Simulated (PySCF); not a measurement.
# Where the electron goes

C3H3F3O.
Structure used (PBE0-D3(BJ)/def2-SVP), in Å, numbered top down from 1:
```xyz
10
C3H3F3O angstrom
C      1.822    0.206   -0.519
C      0.667   -0.381   -0.241
F      0.195   -1.418   -0.926
O     -0.128   -0.046    0.793
C     -1.478    0.094    0.547
F     -2.063    0.204    1.731
F     -1.697    1.218   -0.147
H      2.451   -0.185   -1.316
H      2.137    1.066    0.067
H     -1.896   -0.759   -0.012
```

Computed with TDDFT PBE0/def2-SVPD, vertical, gas phase, core orbitals frozen in the response in PySCF.

Kohn–Sham orbitals with the atoms that hold most of them (Löwdin shares over 4%, at most four atoms; ? is withheld):

```tsv
orbital	ε (eV)	atoms
LUMO+2	1.29	C1 23%, H8 14%, H10 13%, H9 11%
LUMO+1	0.63	C2 19%, C5 19%, C1 15%, F3 13%
LUMO	0.08	?
HOMO	-7.79	C1 40%, C2 28%, O4 13%, F3 9%
HOMO-1	-10.55	?
HOMO-2	-11.54	F7 30%, O4 24%, F6 14%, F3 11%
HOMO-3	-11.92	F3 35%, O4 20%, F6 11%, C1 10%
```

Question: Which atoms hold the HOMO-1, and with what shares?

Answer: O4 (bonded to 2 C) 47%; C5 (bonded to 2 F, O and H) 13%; H10 (bonded to C) 10%; F6 (bonded to C) 8%.

Question: Give the leading atoms of the LUMO.

Answer: C2 (bonded to C, F and O) 35%; C1 (bonded to C and 2 H) 31%; O4 (bonded to 2 C) 9%; F3 (bonded to C) 8%. By element: carbon 65% or more, oxygen 9%, fluorine 8% or more.

Question: The HOMO–LUMO gap is 7.87 eV. Where does the response calculation put the lowest singlet, and from which orbitals?

Answer: S1 is at 7.18 eV (f = 0.025), 0.69 eV below the gap, made of HOMO→LUMO+1 (92%). Its leading pair isn't HOMO and LUMO; the energies of that pair differ by 8.42 eV. Without the coupling terms of the response equations the lowest excitation would equal the gap.

Question: Give energy, strength and leading configuration of S1 and S2, and follow the Löwdin shares of the leading atoms from the occupied to the empty orbital.

Answer: 
- S1 (7.18 eV, f 0.025), HOMO→LUMO+1 (92%): C1 40% → 15%, C2 28% → 19%, C5 at most 10% → 19%
- S2 (7.56 eV, f 0.410), HOMO→LUMO (91%): C1 40% → 31%, C2 28% → 35%

One conformer stands for the species.
